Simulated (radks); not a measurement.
Effect of the nuclear size on the tin ion Sn20+, [Ar] 3d10 4s2. Method: Dirac Kohn-Sham, BLYP, spin-unpolarised, spherical densities, finite nucleus; Fermi nuclear charge, rms radius 4.6519 fm; computed with a radial shooting solver on a logarithmic mesh with Libxc functionals. The rms radius is varied about that value; shifts are against it.

rms radius (fm)	total energy shift (eV)	density at nucleus (e/bohr^3)	1s1/2 shift (meV)	2s1/2 shift (meV)	3s1/2 shift (meV)	3p1/2 shift (meV)	4s1/2 shift (meV)	4p1/2 (empty) shift (meV)	5s1/2 (empty) shift (meV)
4.1448	-0.851	1.95e+05	-356	-40.8	-7.90	0.535	-2.15	0.185	-0.906
4.3914	-0.448	1.933e+05	-187	-21.5	-4.15	0.281	-1.13	0.097	-0.477
4.6519	0	1.916e+05	0.000	0.000	0.000	0.000	0.000	0.000	0.000
4.9357	0.512	1.899e+05	214	24.6	4.75	-0.322	1.29	-0.111	0.546
5.5823	1.77	1.863e+05	743	85.1	16.5	-1.11	4.48	-0.385	1.89

Slopes of the eigenvalues against <r^2> in GHz/fm^2, as finite differences over the two radii next to the reference (eigenvalue slopes, not the field-shift constants of lines): 1s1/2 19100, 2s1/2 2190, 3s1/2 424, 3p1/2 -28.7, 4s1/2 115, 4p1/2 (empty) -9.93, 5s1/2 (empty) 48.7.
